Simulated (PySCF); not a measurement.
Isomers of C5H9F3OSi.

All values: PBE0/pcSseg-1 (PySCF) at GFN2-xTB geometries, gas phase, one conformer each.

Problem. Rank by the lowest IAO charge on any atom, lowest value first.
A. `[CH3:1][C@@H:2]1[SiH2:3][CH2:4][C@H:5]1[O:6][C:7]([F:8])([F:9])[F:10]` with C4–C5–O6–C7 -162°, C1–C2–Si3–C4 -129°, C2–Si3–C4–C5 10°, Si3–C4–C5–O6 -133°, C1–C2–C5–C4 136°
B. `[CH2:1]=[C:2]([CH3:3])[SiH2:4][C@@H:5]([F:6])[O:7][CH:8]([F:9])[F:10]` with C1–C2–Si4–C5 -121°, C2–Si4–C5–F6 174°, Si4–C5–O7–C8 175°, C5–O7–C8–F9 172°
C. `[OH:1][SiH2:2]/[C:3](=[CH:4]\[CH:5]([F:6])[F:7])[CH2:8][CH2:9][F:10]` with H–O1–Si2–C3 -80°, O1–Si2–C3–C4 22°, C3–C4–C5–F6 175°, Si2–C3–C8–C9 -60°, C3–C8–C9–F10 74°
D. `[CH3:1]/[C:2](=[CH:3]\[CH:4]([F:5])[F:6])[O:7][SiH2:8][CH2:9][F:10]` with C2–C3–C4–F5 177°, C1–C2–O7–Si8 176°, C2–O7–Si8–C9 -179°, O7–Si8–C9–F10 -178°

Solution. C (-0.795 e), D (-0.586 e), A (-0.547 e), B (-0.421 e).

Problem. Rank by the highest Hirshfeld charge on any atom, lowest value first.
A. `[CH2:1]=[C:2]([CH3:3])[SiH2:4][C@@H:5]([F:6])[O:7][CH:8]([F:9])[F:10]` with C1–C2–Si4–C5 -121°, C2–Si4–C5–F6 174°, Si4–C5–O7–C8 175°, C5–O7–C8–F9 172°
B. `[CH3:1]/[C:2](=[CH:3]\[CH:4]([F:5])[F:6])[O:7][SiH2:8][CH2:9][F:10]` with C2–C3–C4–F5 177°, C1–C2–O7–Si8 176°, C2–O7–Si8–C9 -179°, O7–Si8–C9–F10 -178°
C. `[OH:1][SiH2:2]/[C:3](=[CH:4]\[CH:5]([F:6])[F:7])[CH2:8][CH2:9][F:10]` with H–O1–Si2–C3 -80°, O1–Si2–C3–C4 22°, C3–C4–C5–F6 175°, Si2–C3–C8–C9 -60°, C3–C8–C9–F10 74°
D. `[CH3:1][C@@H:2]1[SiH2:3][CH2:4][C@H:5]1[O:6][C:7]([F:8])([F:9])[F:10]` with C4–C5–O6–C7 -162°, C1–C2–Si3–C4 -129°, C2–Si3–C4–C5 10°, Si3–C4–C5–O6 -133°, C1–C2–C5–C4 136°

Solution. A (+0.336 e), D (+0.355 e), C (+0.376 e), B (+0.413 e).

Problem. Rank by LUMO energy, highest first.
A. `[CH3:1][C@@H:2]1[SiH2:3][CH2:4][C@H:5]1[O:6][C:7]([F:8])([F:9])[F:10]` with C4–C5–O6–C7 -162°, C1–C2–Si3–C4 -129°, C2–Si3–C4–C5 10°, Si3–C4–C5–O6 -133°, C1–C2–C5–C4 136°
B. `[CH3:1]/[C:2](=[CH:3]\[CH:4]([F:5])[F:6])[O:7][SiH2:8][CH2:9][F:10]` with C2–C3–C4–F5 177°, C1–C2–O7–Si8 176°, C2–O7–Si8–C9 -179°, O7–Si8–C9–F10 -178°
C. `[CH2:1]=[C:2]([CH3:3])[SiH2:4][C@@H:5]([F:6])[O:7][CH:8]([F:9])[F:10]` with C1–C2–Si4–C5 -121°, C2–Si4–C5–F6 174°, Si4–C5–O7–C8 175°, C5–O7–C8–F9 172°
D. `[OH:1][SiH2:2]/[C:3](=[CH:4]\[CH:5]([F:6])[F:7])[CH2:8][CH2:9][F:10]` with H–O1–Si2–C3 -80°, O1–Si2–C3–C4 22°, C3–C4–C5–F6 175°, Si2–C3–C8–C9 -60°, C3–C8–C9–F10 74°

Solution. A (0.01 eV), B (-0.17 eV), C (-0.48 eV), D (-0.96 eV).

All values together:

```csv
SMILES,μ (D),HOMO (eV),LUMO (eV),lowest IAO charge (e),highest IAO charge (e),lowest Hirshfeld charge (e),highest Hirshfeld charge (e)
O[SiH2]/C(=C\C(F)F)CCF,2.06,-8.04,-0.96,-0.795 (O),+0.998 (Si),-0.304 (O),+0.376 (Si)
C/C(=C\C(F)F)O[SiH2]CF,2.62,-7.41,-0.17,-0.586 (O),+1.002 (Si),-0.183 (O),+0.413 (Si)
C=C(C)[SiH2][C@@H](F)OC(F)F,1.89,-7.83,-0.48,-0.421 (C),+0.758 (Si),-0.128 (O),+0.336 (Si)
C[C@@H]1[SiH2]C[C@H]1OC(F)(F)F,3.13,-8.10,0.01,-0.547 (C),+0.945 (C),-0.168 (C),+0.355 (Si)
```

Conformers: `[OH:1][SiH2:2]/[C:3](=[CH:4]\[CH:5]([F:6])[F:7])[CH2:8][CH2:9][F:10]` with H–O1–Si2–C3 -80°, O1–Si2–C3–C4 22°, C3–C4–C5–F6 175°, Si2–C3–C8–C9 -60°, C3–C8–C9–F10 74°; `[CH3:1]/[C:2](=[CH:3]\[CH:4]([F:5])[F:6])[O:7][SiH2:8][CH2:9][F:10]` with C2–C3–C4–F5 177°, C1–C2–O7–Si8 176°, C2–O7–Si8–C9 -179°, O7–Si8–C9–F10 -178°; `[CH2:1]=[C:2]([CH3:3])[SiH2:4][C@@H:5]([F:6])[O:7][CH:8]([F:9])[F:10]` with C1–C2–Si4–C5 -121°, C2–Si4–C5–F6 174°, Si4–C5–O7–C8 175°, C5–O7–C8–F9 172°; `[CH3:1][C@@H:2]1[SiH2:3][CH2:4][C@H:5]1[O:6][C:7]([F:8])([F:9])[F:10]` with C4–C5–O6–C7 -162°, C1–C2–Si3–C4 -129°, C2–Si3–C4–C5 10°, Si3–C4–C5–O6 -133°, C1–C2–C5–C4 136°.
